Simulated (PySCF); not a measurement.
**Cost of response and excited-state runs on `O=C[C@@H]1C[Se]C[C@@H]1F`, C5H7FOSe**

Cartesian coordinates in Å; atom numbers follow the order of the lines, from 1:
```xyz
15

O     1.6664   -0.8624   -1.6777
C     1.2820    0.1227   -1.1205
C     0.7702    0.1666    0.3063
C     0.5143   -1.2229    0.8610
Se   -1.3237   -1.7201    0.3000
C    -1.6038    0.1117   -0.3581
C    -0.5567    0.9374    0.3664
F    -0.4293    2.1793   -0.2119
H     1.2788    1.1120   -1.6125
H     1.5296    0.6959    0.8947
H     0.5559   -1.2477    1.9501
H     1.2117   -1.9498    0.4456
H    -1.4336    0.1391   -1.4364
H    -2.6212    0.4329   -0.1400
H    -0.8450    1.1132    1.4109
```

PySCF with density fitting, on 1 thread of an Intel Xeon Platinum 8259CL, shared host. Command: `OMP_NUM_THREADS=1 python excited_run.py task.json out`

(1) How long does this run take, and how much memory?
- circular dichroism and optical rotation, CAM-B3LYP/def2-SVPD; 8 states

Results:

(1) 
| run | level | basis functions | wall time | peak memory (GiB) |
| --- | --- | --- | --- | --- |
| circular dichroism and optical rotation | CAM-B3LYP/def2-SVPD | 243 | 3.7 min | 1.3 |

Times from a shared host are rough.
